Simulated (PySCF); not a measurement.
## C₆ coefficients of unlike pairs at MN15

Calculated with PySCF 2.14 from the dipole response of each species, C₆(A,B) = (3/π) ∫ α_A(iu) α_B(iu) du, in atomic units, from isotropic polarisabilities. For ions this is the dispersion term alone; charge-induced terms of lower order in 1/R come first.

```
species            configuration                                                                 basis      relativity  α (bohr³)  C₆ (like pair)
     Au  [Xe] 4f14 5d10 6s1 (2S)  def2-TZVPPD with the def2 core potential (60 electrons) (6s5p3d2f1g)  core potential      33.82           271.1
 Ni(3+)            [Ar] 3d7 (4F)                                               dyall-av2z (16s12p7d2f)            none      1.594           3.550
 In(3+)           [Kr] 4d10 (1S)  def2-QZVPPD with the def2 core potential (28 electrons) (8s6p5d4f1g)  core potential      3.485           14.88
 Ne(3+)        [He] 2s2 2p3 (4S)                                               dyall-acv3z (15s9p4d2f)            none     0.6930          0.5924
```

Estimate C₆ for Ne(3+) with Ni(3+).

The integral gives 1.449. The combination rule 2 C_A C_B / (C_A α_B/α_A + C_B α_A/α_B) gives 1.447 and the geometric mean 1.450.

No spin-orbit coupling is included.

The other pairs:

| pair | C₆ |
| --- | --- |
| Ne(3+), In(3+) | 2.955 |
| In(3+), Ni(3+) | 7.217 |
| In(3+), Au | 53.67 |
| Ni(3+), Au | 25.27 |
| Ne(3+), Au | 10.55 |
